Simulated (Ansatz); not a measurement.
Abridged output of a molecular run in Ansatz:

```
Functional definition: HF
1545 factors; integrals over basis functions are off by at most 1.1e-3 eV
mean field evaluation 1: about -16829.6477 eV, gradient 3.8e1 eV
mean field evaluation 2: about -16829.8442 eV, gradient 3.8e1 eV
mean field evaluation 4: about -16833.4315 eV, gradient 4.2e0 eV
mean field evaluation 8: about -16833.4905 eV, gradient 2.3e-1 eV
mean field -16833.49082995 eV, -618.6193778508 hartree, gradient 7.5e-6 eV, S^2 0.000000; 0 other end points of the search recorded, 0 dependent functions left out
9 core orbitals not correlated: weight in the atoms' cores, before any rotation towards them, 1.000 or more for the frozen orbitals, at most 0.000 for the correlated occupied ones
reference -16833.49082995 eV, -618.6193778508 hartree; 15, 15 occupied and 240, 240 virtual orbitals, 1545 factors
second order -23.24589607 eV of doubles, -0.00000000 eV of singles
cycle   1  -24.03747637 eV  change   -7.9e-1 eV  update   9.3e-2
cycle   2  -24.56387167 eV  change   -5.3e-1 eV  update   2.6e-2
cycle   3  -24.66152195 eV  change   -9.8e-2 eV  update   1.3e-2
cycle   4  -24.65281451 eV  change    8.7e-3 eV  update   3.7e-3
cycle   5  -24.65287913 eV  change   -6.5e-5 eV  update   1.8e-3
cycle   6  -24.65299238 eV  change   -1.1e-4 eV  update   5.2e-4
cycle   7  -24.65283153 eV  change    1.6e-4 eV  update   1.9e-4
cycle   8  -24.65285233 eV  change   -2.1e-5 eV  update   5.2e-5
cycle   9  -24.65286002 eV  change   -7.7e-6 eV  update   1.8e-5
perturbative correction -0.99999194 eV, -0.0367490259 hartree
Total energy: -16859.14368191 eV, -619.5621027723 hartree
```

Its atoms:

Cartesian coordinates in Å:
```
C -0.682 0.470 1.796
N -0.565 0.148 0.394
B 0.569 -0.139 -0.354
C 0.514 -0.471 -1.883
Cl 2.163 -0.132 0.455
H -1.125 1.459 1.941
H -1.301 -0.263 2.322
H 0.308 0.469 2.250
H -1.444 0.134 -0.100
H -0.499 -0.448 -2.292
H 0.936 -1.462 -2.076
H 1.126 0.236 -2.451
```

**Question.** Which basis set was used?
A. def2-TZVPP
B. def2-TZVPPD
C. cc-pV(D+d)Z
D. def2-QZVPP

**Answer.** A. It gives 264 functions.

**Question.** Write the keys of the input that set method, charge and spin (a neutral closed shell needs none for the last two).

**Answer.** 
```yaml
correlation: {method: ccsd_t}
```
